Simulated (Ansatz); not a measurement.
CH₆OSi₂, SMILES `O[SiH]1C[SiH2]1`, relaxed with RKS PBE0-D4/def2-TZVP in Ansatz 0.2.0 from a PBE-D4/def2-SVP geometry. The force threshold is 0.005 eV/Å; the program also tests the step.

Total charge 0; spin multiplicity 1.

Start:

```xyz
10

O    -1.990    0.664    0.185
Si   -0.552   -0.176    0.360
C     0.959    0.832    0.221
Si    1.295   -0.332   -1.378
H    -2.773    0.129   -0.032
H    -0.643   -1.326    1.312
H     0.783    1.892   -0.043
H     1.707    0.728    1.027
H     1.588   -1.571   -0.488
H    -0.373   -0.841   -1.163
```

Q: By how much does the energy fall, and how many steps does the optimiser take? (Estimate.)

A: Computed: 1.43 kcal/mol, in 8 steps, 2 of them rejected.

Q: Which bonds change most? (An estimate is asked.)

A: Ansatz gave: Si2–H10 from 1.672 to 1.630 Å; O1–Si2 from 1.674 to 1.637 Å; Si2–Si4 from 2.541 to 2.507 Å; C3–Si4 from 2.006 to 1.974 Å.

Q: Give the relaxed structure. (An estimate is asked.)

A: Ansatz gave: 
```xyz
10

O    -1.962    0.642    0.167
Si   -0.553   -0.174    0.334
C     0.946    0.824    0.217
Si    1.289   -0.312   -1.360
H    -2.763    0.144   -0.006
H    -0.639   -1.294    1.294
H     0.793    1.871   -0.038
H     1.672    0.702    1.017
H     1.585   -1.540   -0.495
H    -0.368   -0.864   -1.131
```
